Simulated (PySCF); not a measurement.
# ICl: frontier orbitals

M06-L at R = 2.354 Å; basis I cc-pVDZ-PP with ECP28, Cl cc-pV(D+d)Z; scalar-relativistic core potentials; PySCF 2.14. State: ¹Σ⁺ (singlet), closed shell. Only the outer orbitals are listed, counted within each symmetry, core potentials removing the inner ones.

| orbital | occ. | ε (eV) | on I (%) | main shells (%) |
| --- | --- | --- | --- | --- |
| 7σ | 2 | -22.25 | 17 | 81 Cl s, 13 I s |
| 8σ | 2 | -17.91 | 81 | 81 I s, 15 Cl s |
| 9σ | 2 | -10.90 | 39 | 58 Cl p, 34 I p |
| 4π | 2 | -9.01 | 27 | 73 Cl p, 26 I p |
| 4π | 2 | -9.01 | 27 | 73 Cl p, 26 I p |
| 5π | 2 | -6.77 | 74 | 74 I p, 26 Cl p |
| 5π | 2 | -6.77 | 74 | 74 I p, 26 Cl p |
| 10σ | 0 | -4.39 | 67 | 63 I p, 32 Cl p |
| 11σ | 0 | 7.17 | 93 | 54 I s, 29 I d, 10 I p |
| 12σ | 0 | 8.22 | 89 | 46 I p, 36 I s, 9 Cl d |

Which are the highest filled and the lowest empty level, where do they sit, and how wide is the gap?

Highest filled 5π at -6.77 eV (in %: 74 I p, 26 Cl p); lowest empty 10σ at -4.39 eV (in %: 63 I p, 32 Cl p); the gap at M06-L is 2.38 eV.

The bond order (Mayer) is 0.98, the ⟨S²⟩ is 0.000 and the charge on I (Mulliken, basis-dependent) is 0.23. The charge on I (Löwdin, basis-dependent) is 0.21 and the dipole moment (positive dipole means I(−)Cl(+)) is -1.77 D.

Spin–orbit coupling is left out.
